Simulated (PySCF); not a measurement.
How the method changes the constants of AlTl⁺

State: ²Σ⁺ (doublet), unpaired electrons σ ↑. Set-up: PySCF, scalar-relativistic core potentials, basis sets Al def2-SVP, Tl def2-SVP with ECP60. De refers to Al⁺ + Tl in their high-spin ground configurations, without counterpoise correction. The functionals are run spin-unrestricted. A positive dipole points towards Tl; it is taken about the centre of mass and depends on that origin.

| Level | Re (Å) | ωe (cm⁻¹) | De (eV) | μ (D) | CPU s a point (SCF and correlation, without the integrals) |
| --- | --- | --- | --- | --- | --- |
| UHF | 3.564 | 99.3 | n/a | -4.85 | 0.096 |
| UHF-MP2 | 3.444 | 110 | n/a | n/a | 0.15 |
| UHF-SCS-MP2 | 3.478 | 106 | n/a | n/a | n/a |
| UHF-CCSD | 3.450 | 109 | n/a | n/a | n/a |
| UHF-CCSD(T) | 3.435 | 111 | n/a | n/a | 1.4 |
| PBE | 3.517 | 96.2 | n/a | -5.23 | 0.4 |
| revPBE | 3.584 | 88.7 | n/a | -5.18 | 0.31 |
| r²SCAN | 3.470 | 102 | n/a | -5.15 | 0.51 |
| B3LYP | 3.547 | 95.0 | n/a | -5.35 | 0.48 |
| PBE0 | 3.457 | 105 | n/a | -5.07 | 0.62 |
| r²SCAN0 | 3.431 | 108 | n/a | -5.12 | 0.55 |
| ωB97X | 3.382 | 125 | n/a | -4.82 | 0.51 |

The bond length runs from 3.382 Å (ωB97X) to 3.584 Å (revPBE).

Correlated steps freeze 9 core orbitals. Spin–orbit coupling is left out, which matters for elements this heavy, above all for dissociation energies. The state is the lowest determinant that a PBE0 search found; another state may lie lower at other levels.

The whole job (state search and all levels along the bond) took about 1.2 min on 1 thread of Oxide Virtual Turin-like (shared host), peak memory 0.54 GiB.
